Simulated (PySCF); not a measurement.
## Calculated data, Al3H4

Computed with PySCF 2.14.0. Calculation on a computer-drawn molecule: optimised geometry and harmonic frequencies of an isolated molecule of the commonest isotopes, restricted reference for singlets and unrestricted otherwise, frozen core in MP2.

## Al3H4

Start structure:
```xyz
7
Al3H4
Al     1.9921    -3.8090    -0.1506
Al     0.4586    -1.7995     0.3239
Al    -1.0126     0.2672     0.9553
H      1.8190    -4.0125     1.3709
H      3.0609    -4.6684    -1.0292
H     -2.3951     1.0216     1.1522
H      0.3513     0.7390     1.7059
```

It was run with charge 1, multiplicity 1, method HF and basis cc-pV(D+d)Z.

Drawn bonds:
```
atom  other atom  order
   1           2      1
   2           3      1
   1           4      1
   1           5      1
   3           6      1
   3           7      1
```

**Q.** Estimate the rotational constants of Al3H4.
**A.** 62.34, 1.138, 1.137 GHz

**Q.** What total energy does the calculation give for Al3H4?
**A.** -727.8184 hartree

Further results for Al3H4:

| Item | Value |
| --- | --- |
| convergence status largest gradient component | 5.39e-06 hartree/bohr |

Optimised structure:
```xyz
7
Al3H4
Al     1.9931    -4.0267     0.1408
Al     0.6109    -1.7515     0.6183
Al    -0.7718     0.5233     1.0959
H      2.0222    -5.0422     1.3297
H      2.6377    -4.1203    -1.2809
H     -2.2982     0.4491     0.7639
H      0.0804     1.7067     1.6607
```

Modes:
```
frequency (cm⁻¹)  reduced mass (dalton)
           33.32                  1.008
           87.05                  5.476
            87.5                  5.583
           219.9                  10.32
           381.9                  1.145
           384.4                   1.15
           396.9                  20.55
           552.7                  1.147
           553.6                  1.149
           747.8                  1.057
           796.8                  1.059
            2043                  1.019
            2049                   1.02
            2076                  1.066
            2076                  1.066
```
